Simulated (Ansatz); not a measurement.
Input file for `CN[SiH](C)F`:

```yaml
crystal:
  periodic: [false, false, false]
  atoms:
    - {symbol: C, position_ang: [-1.787887, 0.142216, -0.366555]}
    - {symbol: N, position_ang: [-0.546809, -0.176794, -1.039992]}
    - {symbol: Si, position_ang: [1.024201, 0.136828, -0.473147]}
    - {symbol: C, position_ang: [1.209110, -0.322661, 1.313693]}
    - {symbol: F, position_ang: [1.439164, 1.690683, -0.571025]}
    - {symbol: H, position_ang: [-1.615310, 0.220156, 0.708738]}
    - {symbol: H, position_ang: [-2.532028, -0.645881, -0.515468]}
    - {symbol: H, position_ang: [-2.224350, 1.091742, -0.697600]}
    - {symbol: H, position_ang: [-0.657507, -0.343790, -2.027465]}
    - {symbol: H, position_ang: [1.948076, -0.582323, -1.383176]}
    - {symbol: H, position_ang: [0.548830, 0.271092, 1.950771]}
    - {symbol: H, position_ang: [2.233855, -0.137060, 1.643943]}
    - {symbol: H, position_ang: [0.981153, -1.378808, 1.472185]}
basis:
  gaussian: {orbitals: def2-SVP}
correlation: {method: ccsd_t}
```

```sh
$ ansatz run in.yaml --threads 4 --pin off --events-out ev --progress --plain
```

Output of Ansatz, abridged:

```
Functional definition: HF
1141 factors; integrals over basis functions are off by at most 1.5e-3 eV
mean field evaluation 1: about -14229.3248 eV, gradient 3.8e1 eV
mean field evaluation 2: about -14229.3275 eV, gradient 3.8e1 eV
mean field evaluation 4: about -14232.6761 eV, gradient 3.5e0 eV
mean field evaluation 8: about -14232.7129 eV, gradient 1.1e-4 eV
mean field -14232.71287336 eV, -523.0425508167 hartree, gradient 1.3e-6 eV, S^2 0.000000; 0 other end points of the search recorded, 0 dependent functions left out
9 core orbitals not correlated: weight in the atoms' cores, before any rotation towards them, 1.000 or more for the frozen orbitals, at most 0.000 for the correlated occupied ones
reference -14232.71287336 eV, -523.0425508167 hartree; 16, 16 occupied and 89, 89 virtual orbitals, 1141 factors
second order -20.13765316 eV of doubles, -0.00000000 eV of singles
cycle   1  -21.01432821 eV  change   -8.8e-1 eV  update   9.3e-2
cycle   2  -21.50148361 eV  change   -4.9e-1 eV  update   2.6e-2
cycle   3  -21.61165762 eV  change   -1.1e-1 eV  update   1.3e-2
cycle   4  -21.61100219 eV  change    6.6e-4 eV  update   2.9e-3
cycle   5  -21.61021984 eV  change    7.8e-4 eV  update   1.1e-3
cycle   6  -21.61037238 eV  change   -1.5e-4 eV  update   3.6e-4
cycle   7  -21.61023815 eV  change    1.3e-4 eV  update   1.1e-4
cycle   8  -21.61020457 eV  change    3.4e-5 eV  update   4.0e-5
perturbative correction -0.50573034 eV, -0.0185852472 hartree
Total energy: -14254.82880827 eV, -523.8552964340 hartree
```

It took 8 s on 4 threads of a server CPU on a shared host, with 0.6 GiB of host memory at the peak.

MP2 recovers 91.1 % of the CCSD(T) correlation energy and the triples give 2.3 %; T1 = 0.0099.
